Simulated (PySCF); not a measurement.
Species: NbSe(OMe)3, C3H9NbO3Se (singlet state).
Structure used (PBE0-D3(BJ)/def2-SVP), in Å, numbered top down from 1:
```
atom  x, y, z in Å
Nb1   -0.0216    0.0093    0.1513
Se2   -0.0497   -0.0077    2.4456
O3     1.6148   -0.6893   -0.4113
C4     2.8788   -1.1993   -0.1300
H5     3.0219   -1.3077    0.9591
H6     3.6575   -0.5249   -0.5238
H7     3.0030   -2.1868   -0.6047
O8    -0.2258    1.7735   -0.4217
C9    -0.3874    3.1267   -0.1353
H10   -0.3693    3.3000    0.9543
H11   -1.3498    3.4864   -0.5357
H12    0.4229    3.7114   -0.6016
O13   -1.4374   -1.0430   -0.4567
C14   -2.4811   -1.9295   -0.2059
H15   -2.7097   -1.9668    0.8730
H16   -2.2108   -2.9430   -0.5458
H17   -3.3850   -1.6100   -0.7503
```

Method used: TDDFT PBE0/def2-SVPD, vertical, gas phase, core orbitals frozen in the response, def2 core potentials past Kr in PySCF. Spin–orbit coupling is left out.

Ground-to-excited transition dipoles (e·a0, same axes as the geometry; the sign carries no meaning), for the states with f of 0.002 or more among the lowest 8:

| state | E (hartree) | μx | μy | μz |
| --- | --- | --- | --- | --- |
| S2 | 0.1455 | 0.056 | 0.151 | 0.003 |
| S3 | 0.1455 | 0.152 | -0.055 | -0.009 |
| S6 | 0.1782 | 0.000 | 0.009 | -0.738 |
| S7 | 0.1881 | 0.318 | -0.132 | -0.010 |
| S8 | 0.1884 | 0.137 | 0.318 | -0.002 |

Question: What oscillator strength does each state have?

Answer: f = (2/3) ΔE |μ|² with ΔE in hartree (27.2114 eV).

```csv
state,|μ|² (au),|μ| (D),f
S2,0.026,0.41,0.003
S3,0.026,0.41,0.003
S6,0.545,1.88,0.065
S7,0.118,0.87,0.015
S8,0.120,0.88,0.015
```

Question: Which bond between heavy atoms lies closest to the direction of the S6 transition dipole?

Answer: Nb1–Se2, at 1° from it; next Nb1–O13 and Nb1–O8 at 71°.

Question: What peak molar absorption coefficient would the strongest computed level give as a lone Gaussian band 0.5 eV wide at half height?

Answer: ε(max) = 2.175×10⁸ f / FWHM, with the width in cm⁻¹. S6: 2.175×10⁸ × 0.0647 / 4033 ≈ 3500 L mol⁻¹ cm⁻¹.

S2/S3 and S7/S8 coincide within about 0.01 eV; within a degenerate level the directions of the single components are arbitrary.
